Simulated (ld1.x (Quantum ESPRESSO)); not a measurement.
**What one change does to a pseudopotential (Sn (Z = 50), PAW)**

* Element: tin (Sn)
* Generator: ld1.x (Quantum ESPRESSO) 7.5
* Type: PAW
* Functional: PBE
* Relativity: scalar-relativistic
* Frozen core: [Kr]
* Valence charge: 14
* Reference configuration: 4d10 5s2 5p0 (charge +2)
* Partial waves: 5s (bound): rcut 1.65, rcutus 2.00 bohr; 5s channel at -0.65 Ry: rcut 1.65, rcutus 2.00 bohr; 5p (bound, empty): rcut 1.70, rcutus 2.35 bohr; 5p channel at -1 Ry: rcut 1.70, rcutus 2.35 bohr; 4d (bound): rcut 1.15, rcutus 1.35 bohr; 4d channel at -2 Ry: rcut 1.15, rcutus 1.35 bohr
* Local potential: all-electron potential smoothed inside 1.80 bohr (lloc = -1)
* Core correction: Bessel-smoothed model core inside 0.80 bohr
* Augmentation charge: BESSEL, radius 0.85 bohr

Change: waves 5s (bound): rcut 1.65, rcutus 2.38 bohr; 5s channel at -0.65 Ry: rcut 1.65, rcutus 2.38 bohr.

Cutoffs: the cutoffs (Ry, on a coarse ladder) from which the occupation-weighted sum of valence levels, in a spherical-Bessel basis at the reference potential, stays within 10 and 1 mRy of its value at 400 Ry; they do not see the model core or the augmentation charge, which bear on the density cutoff. Errors are all-electron minus pseudo energies relative to the spin-unpolarised reference configuration.

Question: Predict the effect on cutoff, ghosts and configuration errors.

Answer: The potential gets neither clearly harder nor softer (90 Ry and 140 Ry → 90 Ry and 140 Ry); the d channel sets the loose cutoff, while the largest relative change is in s, which becomes softer; of the 7 tests that both files solve, the error grows in 3 and shrinks in 2 by more than 15 % and 0.3 meV (median size 9.1 → 16.4 meV); neither file shows a bound ghost.

| quantity | base | changed |
| --- | --- | --- |
| cutoff, loose | 90 Ry | 90 Ry |
| cutoff, tight | 140 Ry | 140 Ry |
| loose cutoff by channel (10 mRy a level) | s 8 Ry, d 55 Ry | s 6 Ry, d 55 Ry |
| bound ghosts | none | none |
| error for 4d10 5s2 5p2, meV [ΔE -20.83 eV] | +9.1 | +5.8 |
| error for 4d10 5s2 5p1, meV [ΔE -13.95 eV] | +5.1 | +4.6 |
| error for 4d10 5s1 5p0, meV [ΔE 30.97 eV] | -6.8 | +71 |
| error for 4d10 5s2 5p2.3, meV [ΔE -21.68 eV] | +9.8 | +5.8 |
| error for 4d10 5s0 5p0, meV [ΔE 72.10 eV] | -26 | +49 |
| error for 4d10 5s0 5p4, meV [ΔE -6.64 eV] | +14 | +16 |
| error for 4d10 5s1 5p2, meV [ΔE -6.30 eV] | +6.2 | +30 |
| lowest overlap eigenvalue by channel | s 0.42, p 0.51, d 0.96 | s 0.30, p 0.51, d 0.96 |
